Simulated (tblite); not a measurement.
C₆H₅ClNOP.
Atom-mapped SMILES: `[CH3:1][C:2](=[O:3])[c:4]1[n:5][c:6]([Cl:7])[cH:8][cH:9][p:10]1` (hydrogens: H11, H12, H13 on C1; H14 on C8; H15 on C9)

Geometry (GFN2-xTB, Å), atoms numbered from 1 in this order:
```
atom  x, y, z in Å
C1    -2.645    0.338   -0.294
C2    -1.731   -0.705    0.261
O3    -2.091   -1.751    0.757
C4    -0.275   -0.428    0.196
N5     0.137    0.703   -0.341
C6     1.406    1.007   -0.429
Cl7    1.753    2.532   -1.163
C8     2.470    0.218    0.011
C9     2.252   -1.004    0.601
P10    0.686   -1.732    0.883
H11   -2.399    0.507   -1.340
H12   -3.682    0.029   -0.194
H13   -2.477    1.275    0.232
H14    3.475    0.590   -0.124
H15    3.117   -1.571    0.922
```

Level: GFN2-xTB in tblite, geometry and Hessian alike; calculated harmonic values, unscaled, isolated species. Against measured fundamentals such values can be off by several per cent, at times by over 20. One conformer, not necessarily the lowest.

Harmonic wavenumbers (cm⁻¹): 37.1, 79.7, 90.2, 121.4, 142.5, 259.9, 296.5, 315.7, 352.4, 386.2, 428.6, 542.5, 581.3, 594.3, 612.9, 725.4, 787.3, 795.6, 881.6, 912.7, 966.8, 984.9, 1029.9, 1107.4, 1170.7, 1226.7, 1323.5, 1350.5, 1363.9, 1433.3, 1436.1, 1465.6, 1516.9, 1719.9, 3031.1, 3041.4, 3044.6, 3062.9, 3078.5.

A = 1568, B = 746.2, C = 507.2 MHz; mass 172.980 u (most abundant isotopes); point group Cs, symmetry number 1.

**Question.** What is the zero-point energy?

**Answer.** ½Σν̃ = 21149 cm⁻¹ = 60.47 kcal/mol.

**Question.** What is S at 298.15 K and 1 bar for an ideal gas of classical rigid rotors and harmonic oscillators?

**Answer.** Translation 41.38, rotation 30.67, vibration 29.76: S = 101.8 cal/(mol K).

**Question.** And Cp and H(298.15 K) − H(0)?

**Answer.** Cp = 37.24 cal/(mol K), of which vibrations give 29.29 (their classical limit is 39 R = 77.5); H(298.15 K) − H(0) = 6.94 kcal/mol without the zero-point energy, 4.57 from vibrations.

**Question.** How do the functions run with temperature in this model?

**Answer.** 
| T (K) | S (cal/(mol K)) | Cp (cal/(mol K)) | H − H(0) (kcal/mol) | G − H(0) (kcal/mol) | ln q(vib) |
| --- | --- | --- | --- | --- | --- |
| 150 | 81.3 | 23.8 | 2.40 | -9.79 | 3.34 |
| 250 | 95.6 | 33.0 | 5.25 | -18.66 | 6.01 |
| 400 | 113.9 | 45.3 | 11.15 | -34.41 | 9.85 |
| 600 | 134.6 | 56.9 | 21.45 | -59.32 | 14.70 |
| 900 | 159.8 | 67.0 | 40.19 | -103.64 | 21.27 |

q(vib) and H(0) count from the zero-point level.

**Question.** What must be added to the electronic energy to get the Gibbs energy at 298.15 K and 1 bar?

**Answer.** ZPE + [H(298.15 K) − H(0)] − T·S = 60.47 + 6.94 − 30.35 = 37.06 kcal/mol.

**Question.** Blend soft modes into free rotors: weight 1/[1 + (100 cm⁻¹/ν̃)⁴] for the oscillator and the rest for a rotor with moment μB/(μ + B), μ = h/(8π²ν), B = 10⁻⁴⁴ kg m². What vibrational entropy results?

**Answer.** 27.05 cal/(mol K) in place of 29.76, which changes −T·S at 298.15 K by +0.81 kcal/mol.

**Question.** Which modes carry the vibrational entropy at 298.15 K?

**Answer.** 37.1 cm⁻¹: 5.41; 79.7 cm⁻¹: 3.90; 90.2 cm⁻¹: 3.66; 121.4 cm⁻¹: 3.08; 142.5 cm⁻¹: 2.77; 259.9 cm⁻¹: 1.66 cal/(mol K); the other 33 give 9.28 together.

Hindered rotation and anharmonicity are outside this model. Other conformers, if any are populated, would add a mixing term that is left out.

Time: 0.79 s. Hardware: Intel Xeon Platinum 8375C at 2.90 GHz, one thread, shared host. The figure is for the frequency step alone.
